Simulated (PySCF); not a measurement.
Potential energy curve for N2 (cation, charge +1), doublet.

Method: PySCF with CCSD(T) on UHF/cc-pVDZ, 2 core orbitals frozen.

Q: Relative to R = 1.13 Å, what are the energies at R = 0.82, 1.10, 1.28, 1.37 Å?

A: 536.9 mEh at 0.82 Å, 2.8 mEh at 1.10 Å, 35.9 mEh at 1.28 Å, 74.6 mEh at 1.37 Å.

The scan ran from 0.82 to 4.36 Å; beyond the distances shown one of the unrestricted levels run for this scan, shown here or not, changes its spin distribution in one step. The unrestricted determinant behind UCCSD(T) is spin-contaminated at 1.03 to 1.37 Å (<S²> up to 2.3, against 0.75 for a pure doublet).
